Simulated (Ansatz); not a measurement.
Basis sets compared for SnMe3(OiPr) (C₆H₁₆OSn). The state is a singlet with charge 0. Geometry r2SCAN-D4/def2-SVP. Ansatz on 2 threads of AMD EPYC 7R13 on a shared host and a share (18 GiB) of an NVIDIA H100 80GB HBM3; times are rough, and most runs start from earlier orbitals.

Cartesian coordinates in Å:
```
Sn 0.6635 1.0834 0.2622
C -1.0619 2.2360 -0.3350
H -1.4982 1.8292 -1.2592
H -0.7709 3.2822 -0.5129
H -1.8216 2.2098 0.4601
C 1.5367 1.7261 2.1160
H 2.0500 2.6921 1.9970
H 2.2649 0.9722 2.4509
H 0.7527 1.8256 2.8809
C 2.1367 0.8817 -1.3039
H 2.6913 -0.0561 -1.1510
H 2.8456 1.7231 -1.2740
H 1.6564 0.8537 -2.2926
O -0.0005 -0.7547 0.7461
C -1.0620 -1.3685 0.0454
C -1.4446 -2.6261 0.8142
C -0.6764 -1.6862 -1.3987
H -1.9535 -0.6979 0.0212
H -0.5852 -3.3156 0.8482
H -2.2963 -3.1436 0.3440
H -1.7138 -2.3676 1.8494
H -0.4402 -0.7664 -1.9610
H 0.2182 -2.3309 -1.4138
H -1.4908 -2.2016 -1.9338
```

In the def2 sets Sn takes a core potential; there is no spin–orbit coupling.

Binding counts from free atoms (Sn triplet, C triplet, H doublet, O triplet) in the same basis, without a counterpoise term.

```json
{"level": "PBE-D4/def2-SVP", "functions": "204", "energy (Eh)": "-527.1537", "HOMO (eV)": "-5.24", "LUMO (eV)": "-0.15", "binding per atom (eV)": "3.98", "wall time": "4.6 s"}
{"level": "PBE0-D4/def2-SVP", "functions": "204", "energy (Eh)": "-527.2171", "HOMO (eV)": "-6.79", "LUMO (eV)": "0.76", "binding per atom (eV)": "3.93", "wall time": "6 s"}
```

Problem. Estimate the rows for PBE-D4/def2-TZVP, PBE0-D4/def2-TZVP (with forces).

Solution. 
```csv
level,functions,energy (Eh),HOMO (eV),LUMO (eV),binding per atom (eV),wall time
PBE-D4/def2-TZVP,363,-527.5234,-5.46,-0.58,3.96,9 s
PBE0-D4/def2-TZVP (with forces),363,-527.5769,-6.94,0.27,3.91,8 s
```
